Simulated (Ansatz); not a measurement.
`BC1C[SiH2]1` + `C[NH][GeH3]` → `B[N](C)[GeH3]` + `C1C[SiH2]1` at 600 K and 1 bar (ligand exchange at a B–C bond).

Program: Ansatz. Geometries: PBE0-D4/def2-TZVP. ΔE: electronic, gas phase. CCSD(T)/CBS adds triple-zeta CCSD(T) − MP2 to the extrapolated MP2 energy (def2 sets, frozen cores). For Ge outer-core shells are correlated without core-valence functions, which leaves a few kJ/mol of doubt a bond. Scalar relativity is left out up to krypton.

| species | CCSD(T)/CBS energy (Eh) | H − E (kJ/mol) | S (J/(mol·K)) |
| --- | --- | --- | --- |
| `BC1C[SiH2]1` | -394.14423 | 269.8 | 385.9 |
| `C[NH][GeH3]` | -2173.06430 | 253.9 | 386.3 |
| `B[N](C)[GeH3]` | -2198.49616 | 297.1 | 428.1 |
| `C1C[SiH2]1` | -368.74760 | 226.4 | 334.3 |

H − E and S are ideal-gas, rigid-rotor, harmonic terms from PBE0-D4/def2-TZVP, for one conformer and one mirror image of each species. 1 Eh = 2625.50 kJ/mol, R = 8.31446 J/(mol·K).

By hand: ΔE, ΔH, ΔS and ΔG.

ΔE = (-2198.49616) + (-368.74760) − (-394.14423) − (-2173.06430) = -0.03523 Eh = -92.5 kJ/mol. Δ(H − E) = 297.1 + 226.4 − 269.8 − 253.9 = -0.2, so ΔH = -92.7 kJ/mol. ΔS = 428.1 + 334.3 − 385.9 − 386.3 = -9.8 J/(mol·K). ΔG = -92.7 − 600 × (-9.8)/1000 = -86.8 kJ/mol.

By hand: the equilibrium constant, and the temperature at which ΔG would vanish if ΔH and ΔS stayed fixed.

log₁₀ K = −ΔG/(RT ln 10) = 7.6. ΔG = 0 at ΔH/ΔS = 9459 K, far beyond where these terms or the molecules hold.

The number of gas molecules stays the same, so ΔS is small and ΔH decides. A doubt of 5 kJ/mol in ΔE shifts log₁₀ K by 0.4 here. Other conformers and mirror images would add mixing entropy, several J/(mol·K) or more a flexible species. These are equilibria of isolated gas molecules and say nothing of rates. Largest T1 diagnostic: 0.013 (customary marks: 0.02 for closed shells, 0.045 for open ones).
